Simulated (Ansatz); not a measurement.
```yaml
crystal:
  periodic: [false, false, false]
  atoms:
    - {symbol: C, position_ang: [-1.748225, 0.135569, 3.707204]}
    - {symbol: C, position_ang: [-2.054947, -0.774754, 2.495194]}
    - {symbol: O, position_ang: [-1.295208, -1.334314, 1.426254]}
    - {symbol: Zr, position_ang: [0.314919, -1.232803, 0.301684]}
    - {symbol: Cl, position_ang: [1.768842, -3.446322, 0.398274]}
    - {symbol: O, position_ang: [1.573841, 0.708648, 0.527026]}
    - {symbol: C, position_ang: [2.470316, 1.715972, 0.880235]}
    - {symbol: C, position_ang: [2.543002, 2.234667, -0.580557]}
    - {symbol: O, position_ang: [-0.255382, -0.759700, -1.636306]}
    - {symbol: C, position_ang: [-0.815627, -0.494083, -2.928463]}
    - {symbol: C, position_ang: [-0.226568, -1.796508, -3.967078]}
    - {symbol: H, position_ang: [-0.627089, -0.038730, 4.185264]}
    - {symbol: H, position_ang: [-1.665390, 1.048638, 3.311961]}
    - {symbol: H, position_ang: [-2.524368, 0.579061, 4.052521]}
    - {symbol: H, position_ang: [-2.366420, -1.772866, 3.200449]}
    - {symbol: H, position_ang: [-2.921856, -0.402301, 1.736255]}
    - {symbol: H, position_ang: [3.345808, 1.223182, 1.153048]}
    - {symbol: H, position_ang: [1.624651, 2.240534, 1.302135]}
    - {symbol: H, position_ang: [1.438152, 2.528408, -0.490486]}
    - {symbol: H, position_ang: [2.670085, 1.867482, -1.194467]}
    - {symbol: H, position_ang: [3.019404, 3.413512, -0.303639]}
    - {symbol: H, position_ang: [-1.909499, -0.405332, -2.805287]}
    - {symbol: H, position_ang: [-0.191261, 0.363299, -3.068443]}
    - {symbol: H, position_ang: [-0.763085, -2.619962, -3.388217]}
    - {symbol: H, position_ang: [-0.738861, -1.469246, -4.715120]}
    - {symbol: H, position_ang: [0.675276, -1.712798, -4.067437]}
basis:
  gaussian: {orbitals: def2-SVP}
total_charge: 1
magnetization: {spin_polarized: false, initial_magnetization: 1}
hamiltonian: {xc: {name: r2SCAN}, dispersion: d3bjatm, pseudopotentials: {relativity: none}}
output: {forces: true}
```

```sh
$ ansatz run in.yaml --threads 11 --pin off --events-out ev --progress --plain --max-ram 120832MiB --backend cpu
```

Output, abridged:

```
Functional definition: r2SCAN
2720 factors; their error is unknown
mean field evaluation 1: about -26328.1712 eV, gradient 1.3e2 eV
mean field evaluation 2: about -25739.4552 eV, gradient 4.2e2 eV
mean field evaluation 4: about -26303.1106 eV, gradient 1.7e2 eV
mean field evaluation 8: about -26373.7070 eV, gradient 9.8e0 eV
mean field evaluation 16: about -26374.0575 eV, gradient 5.8e-1 eV
mean field evaluation 32: about -26373.9633 eV, gradient 1.1e-5 eV
mean field -26373.96329595 eV, -969.2252742118 hartree, gradient 2.8e-6 eV, S^2 0.750000; 10 other end points of the search recorded, 0 dependent functions left out
reference -26373.96333695 eV, -969.2252757185 hartree; 52, 51 occupied and 198, 199 virtual orbitals, 2720 factors
Total energy: -26374.14821512 eV, -969.2320698658 hartree
Atom 0 at    -1.748225     0.135569     3.707204 Å, force     9.452614    -4.837479    -3.676057 eV/Å
Atom 1 at    -2.054947    -0.774754     2.495194 Å, force    -4.764402    -3.390465     0.986830 eV/Å
Atom 2 at    -1.295208    -1.334314     1.426254 Å, force     4.031092     1.108977    -0.143975 eV/Å
Atom 3 at     0.314919    -1.232803     0.301684 Å, force     0.246852     0.367246    -1.900506 eV/Å
Atom 4 at     1.768842    -3.446322     0.398274 Å, force    -1.576146     2.409152    -0.071719 eV/Å
Atom 5 at     1.573841     0.708648     0.527026 Å, force    -2.058788    -5.065048    -0.055811 eV/Å
Atom 6 at     2.470316     1.715972     0.880235 Å, force    -2.694234    -1.848319    -3.269470 eV/Å
Atom 7 at     2.543002     2.234667    -0.580557 Å, force    -9.685464    27.532701    37.647502 eV/Å
Atom 8 at    -0.255382    -0.759700    -1.636306 Å, force     0.324165    -1.322881     2.998395 eV/Å
Atom 9 at    -0.815627    -0.494083    -2.928463 Å, force     2.502411    -2.884437     1.439141 eV/Å
Atom 10 at    -0.226568    -1.796508    -3.967078 Å, force   -10.814141    -0.456903     8.746105 eV/Å
Atom 11 at    -0.627089    -0.038730     4.185264 Å, force    -3.485088     0.137479    -0.271154 eV/Å
Atom 12 at    -1.665390     1.048638     3.311961 Å, force     2.351694     4.813429    -2.880795 eV/Å
Atom 13 at    -2.524368     0.579061     4.052521 Å, force    -6.702567     0.860933     4.653146 eV/Å
Atom 14 at    -2.366420    -1.772866     3.200449 Å, force     0.064063     1.974662    -2.596085 eV/Å
Atom 15 at    -2.921856    -0.402301     1.736255 Å, force     0.908131    -0.398465     2.851578 eV/Å
Atom 16 at     3.345808     1.223182     1.153048 Å, force     2.117129    -0.142346     1.885500 eV/Å
Atom 17 at     1.624651     2.240534     1.302135 Å, force     1.664324     2.130926     2.091876 eV/Å
Atom 18 at     1.438152     2.528408    -0.490486 Å, force     1.306572     0.146010    -1.857592 eV/Å
Atom 19 at     2.670085     1.867482    -1.194467 Å, force     8.598494   -21.587687   -34.789985 eV/Å
Atom 20 at     3.019404     3.413512    -0.303639 Å, force    -0.728534    -3.352290    -1.651328 eV/Å
Atom 21 at    -1.909499    -0.405332    -2.805287 Å, force     0.200817     0.109157    -0.682880 eV/Å
Atom 22 at    -0.191261     0.363299    -3.068443 Å, force    -0.211046     1.464277    -1.613643 eV/Å
Atom 23 at    -0.763085    -2.619962    -3.388217 Å, force     1.353862     0.423917    -1.235464 eV/Å
Atom 24 at    -0.738861    -1.469246    -4.715120 Å, force    -3.420835     1.323930    -5.875318 eV/Å
Atom 25 at     0.675276    -1.712798    -4.067437 Å, force    11.019025     0.483525    -0.728292 eV/Å
Dipole moment:    -0.087042     1.598616    -0.237245 e Å
```

Run time 18 s (11 threads of an AMD EPYC 7R13 on a shared host); peak host memory 1.6 GiB.
